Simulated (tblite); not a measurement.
Isomers of C7H11P. Method: GFN2-xTB as coded in tblite; computed harmonic values from a numerical Hessian at the method's own geometry, unscaled. Errors from tens to a few hundred cm⁻¹ against measured bands are possible. One conformer each.

Electronic energies: GFN2-xTB at the same geometries; isomer energies are rough at this level and their order can be wrong.

```tsv
SMILES	electronic energy, lowest = 0 (kJ/mol)
C#CP(C=C)C(C)C	221.6
C=C[C@@H]1[C@@H](C=C)P1C	146.6
Cc1cp(C)cc1C	0.0
```

Problem. How do GFN2-xTB zero-point energies change the relative energies?

Solution. 
```csv
SMILES,ZPE (kJ/mol),of it from modes above 1550 cm⁻¹,electronic (kJ/mol),"with ZPE, lowest = 0 (kJ/mol)",lowest mode (cm⁻¹),rings
Cc1cp(C)cc1C,409.9,218.3,0.0,0.0,96,1
C=C[C@@H]1[C@@H](C=C)P1C,405.9,220.8,146.6,142.6,73,1
C#CP(C=C)C(C)C,402.8,223.9,221.6,214.4,48,0
```

The zero-point energies span 7.1 kJ/mol, from `C#CP(C=C)C(C)C` to `Cc1cp(C)cc1C`. The order is unchanged.

Problem. What do entropy and thermal enthalpy add at 298.15 K and 1 bar (rigid rotor, harmonic oscillator, one conformer each)?

Solution. 
```
                  SMILES  point group  symmetry number  S (J/(mol K))  H − H(0) (kJ/mol)  ZPE + H − H(0) − TS (kJ/mol)
            Cc1cp(C)cc1C           Cs                1          395.7              27.94                         319.9
C=C[C@@H]1[C@@H](C=C)P1C           C1                1          404.1              28.50                         313.9
          C#CP(C=C)C(C)C           C1                1          429.1              31.69                         306.5
```
